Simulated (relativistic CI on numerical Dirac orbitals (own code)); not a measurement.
Os3+: resonant inelastic scattering at the L2,3 edge

Computed with this model: Dirac-Coulomb-Breit CI, separate exchange-only KLI orbitals for each configuration, a model potential for QED, Kramers-Heisenberg scattering through one core-hole configuration in a parametric crystal field, unscaled Slater integrals; configurations [Xe] 4f14 5d5 → [He] 2s2 2p5 3s2 3p6 3d10 4s2 4p6 4d10 4f14 5s2 5p6 5d6; 80 K; core-hole width 5 eV; summed over polarisations. Incident energies are the highest absorption maxima for each field (at most a few, so the weaker spin-orbit partner edge can be absent), on the computed scale of the free ion. Intensities are in per cent of the strongest line above 0.02 eV; levels within 1 cm⁻¹ are merged; final levels count from the ground level, the first row holds all elastic scattering, lines under 0.4 are left out and each table stops after 24 rows. The scale of the Slater integrals is a model choice and moves the terms in proportion.

Field parameters in Wybourne normalisation: D3d B²₀ = −7Dσ, B⁴₀ = −14Dq − 21Dτ, B⁴₃ = −14√(10/7) Dq. The field is a parameter set, without covalency.

S is read from ⟨S²⟩ = S(S + 1).

D3d, 10Dq = 22250, Dσ = -1200, Dτ = 180 cm⁻¹:

```tsv
Final level (eV)	Degeneracy	Irrep	S	10872.6 eV
0.000	2	Γ4	0.91	2730.9
0.656	2	Γ4	1.66	31.1
0.708	2	Γ5+Γ6	1.82	20.2
0.999	2	Γ4	2.18	13.3
1.041	2	Γ4	1.51	46.2
1.088	2	Γ5+Γ6	1.36	47.0
1.747	2	Γ5+Γ6	1.51	40.7
1.797	2	Γ4	1.54	51.5
1.910	2	Γ4	1.52	24.9
2.039	2	Γ5+Γ6	1.71	9.9
2.051	2	Γ4	1.67	11.5
2.216	2	Γ4	1.63	27.2
2.385	2	Γ4	1.45	29.0
2.488	2	Γ5+Γ6	1.44	32.0
2.555	2	Γ4	1.39	22.8
2.614	2	Γ5+Γ6	1.37	35.4
2.621	2	Γ4	1.36	27.1
2.702	2	Γ4	1.43	41.8
2.959	2	Γ5+Γ6	0.75	100.0
3.003	2	Γ4	0.80	74.7
3.224	2	Γ4	0.72	72.8
3.409	2	Γ4	0.69	22.3
3.490	2	Γ4	0.88	16.1
3.634	2	Γ4	0.79	10.5
```

D3d, 10Dq = 22250, Dσ = -860, Dτ = 180 cm⁻¹:

```csv
Final level (eV),Degeneracy,Irrep,S,10872.6 eV
0.000,2,Γ4,0.92,2747.8
0.665,2,Γ4,1.74,27.9
0.690,2,Γ5+Γ6,1.80,21.1
0.987,2,Γ4,2.18,12.5
1.051,2,Γ4,1.44,48.6
1.070,2,Γ5+Γ6,1.38,47.1
1.765,2,Γ5+Γ6,1.52,42.3
1.783,2,Γ4,1.54,52.4
1.917,2,Γ4,1.49,23.1
2.045,2,Γ5+Γ6,1.71,9.6
2.051,2,Γ4,1.68,9.8
2.219,2,Γ4,1.65,30.7
2.428,2,Γ4,1.44,25.7
2.512,2,Γ5+Γ6,1.44,33.9
2.529,2,Γ4,1.41,20.7
2.588,2,Γ5+Γ6,1.37,33.5
2.601,2,Γ4,1.37,26.4
2.641,2,Γ4,1.41,44.8
2.962,2,Γ5+Γ6,0.75,100.0
3.005,2,Γ4,0.80,77.7
3.215,2,Γ4,0.71,75.2
3.402,2,Γ4,0.69,21.6
3.494,2,Γ4,0.88,16.3
3.643,2,Γ4,0.78,11.9
```

For the first field the strongest loss at the lowest incident energy is the level at 2.96 eV (S = 0.75, against 0.91 in the thermal ground state). Levels of other spin, the first over 8 % at 0.66 eV, appear because spin-orbit coupling of the core hole, and in heavier ions of the valence shell too, mixes spins.
